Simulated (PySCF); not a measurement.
Compound: C₃H₁₂N₂OSi₂.
Z-matrix (Å and degrees, PBE0-D3(BJ)/def2-SVP geometry), rows numbered from 1:
```
C 
N   1  1.4390
C   2  1.4422  1  117.06
C   2  1.3622  1  123.71  3  -175.26
O   4  1.2239  2  122.74  1   175.27
Si  4  1.9338  2  124.50  1     0.79
N   6  1.7472  4  116.82  2   -34.94
Si  6  2.3458  4  106.09  2    83.04
H   1  1.1035  2  110.41  3   -54.11
H   1  1.0989  2  110.31  3  -173.55
H   1  1.1051  2  111.31  3    65.39
H   3  1.1031  2  110.79  1    61.04
H   3  1.0969  2  108.15  1  -178.80
H   3  1.1040  2  110.93  1   -59.13
H   6  1.4935  4  102.14  2  -160.20
H   7  1.0155  6  119.06  4   -68.25
H   7  1.0147  6  118.75  4   152.98
H   8  1.4985  6  110.63  4  -179.72
H   8  1.4935  6  110.89  4    59.25
H   8  1.4977  6  109.63  4   -60.94
```

Computed with PySCF at PBE0/pcSseg-1 and CAM-B3LYP/def2-SVPD, non-relativistic, on one gas-phase PBE0-D3(BJ)/def2-SVP geometry that isn't relaxed in the solvent. The solvent is an IEF-PCM continuum (Bondi radii, 1.10 Å for H, scaled by 1.2). Specific hydrogen bonds and non-electrostatic terms are outside this model.

Gas phase at PBE0/pcSseg-1: HOMO -6.74 eV, LUMO -0.43 eV, dipole 3.98 D.

**Question.** What does the continuum do to the energy, the frontier levels and the dipole at PBE0/pcSseg-1 in cyclohexane and methanol?

**Answer.** 
```
    solvent      ε  E(solvent) − E(gas) (kcal/mol)  polarisation term (kcal/mol)  distortion of the solute (kcal/mol)  HOMO (eV)  LUMO (eV)  dipole (D)
cyclohexane  2.017                           -3.09                         -3.33                                 0.24      -6.79      -0.40        4.51
   methanol  32.61                           -7.93                         -9.66                                 1.73      -6.93      -0.42        5.47
```

The first energy column is the sum of the next two and covers electrostatics alone. From cyclohexane to methanol the lowering changes by a factor 2.57, Onsager's factor (ε − 1)/(2ε + 1) by 2.36 and ε itself by 16.2.

**Question.** Which radius a makes the point-dipole formula ΔE = −[(ε − 1)/(2ε + 1)]·μ²/a³ give the value in methanol, with the gas-phase dipole?

**Answer.** μ = 1.565 au and |ΔE| = 0.01263 Eh give a = 2.39 Å; the farthest nucleus lies 4.05 Å from the centroid of the nuclei, so such a sphere wouldn't even hold the nuclei. The formula assumes a rigid point dipole at the centre of a sphere.

**Question.** Which Hirshfeld charges (PBE0/pcSseg-1) respond most in cyclohexane (means over atoms taken as equivalent)?

**Answer.** 
| atoms | environment | gas (e) | solvent (e) | change |
| --- | --- | --- | --- | --- |
| O5 | carbonyl oxygen | -0.279 | -0.299 | -0.020 |
| H16/H17 | N–H hydrogen | +0.119 | +0.124 | +0.005 |
| H15 | Si–H hydrogen | -0.082 | -0.086 | -0.004 |
| N2 | nitrogen bound to a carbonyl carbon | -0.042 | -0.040 | +0.002 |
| H9/H10/H11 | methyl hydrogen | +0.038 | +0.040 | +0.002 |
| C1 | N-methyl carbon | -0.068 | -0.067 | +0.001 |
| N7 | silicon-bound nitrogen | -0.303 | -0.301 | +0.002 |
| H12/H13/H14 | methyl hydrogen | +0.044 | +0.045 | +0.001 |
| Si8 | SiH3 silicon | +0.205 | +0.206 | +0.001 |
| Si6 | SiH silicon | +0.296 | +0.297 | +0.001 |
| C4 | carbonyl carbon | +0.072 | +0.071 | -0.001 |
| C3 | N-methyl carbon | -0.067 | -0.067 | 0.000 |

Gas phase at CAM-B3LYP/def2-SVPD: HOMO -8.19 eV, LUMO 0.43 eV, dipole 4.00 D.

**Question.** What does the continuum do to the energy, the frontier levels and the dipole at CAM-B3LYP/def2-SVPD in cyclohexane?

**Answer.** 
| solvent | ε | E(solvent) − E(gas) (kcal/mol) | polarisation term (kcal/mol) | distortion of the solute (kcal/mol) | HOMO (eV) | LUMO (eV) | dipole (D) |
| --- | --- | --- | --- | --- | --- | --- | --- |
| cyclohexane | 2.017 | -3.17 | -3.44 | 0.27 | -8.24 | 0.51 | 4.59 |

**Question.** How does the static polarisability (CAM-B3LYP/def2-SVPD, frozen core, with the continuum's full static response) change?

**Answer.** 
```csv
medium,isotropic (au),principal values (au),⟨r²⟩ of the electrons (bohr²)
gas,114.8,"104.3, 110.6, 129.4",1669.4
cyclohexane,129.2,"117.1, 126.5, 144.0",1669.0
```

The isotropic value in cyclohexane is 1.13 times the gas-phase one; no cavity-field correction is applied. ⟨r²⟩ is taken about the centre of nuclear charge.
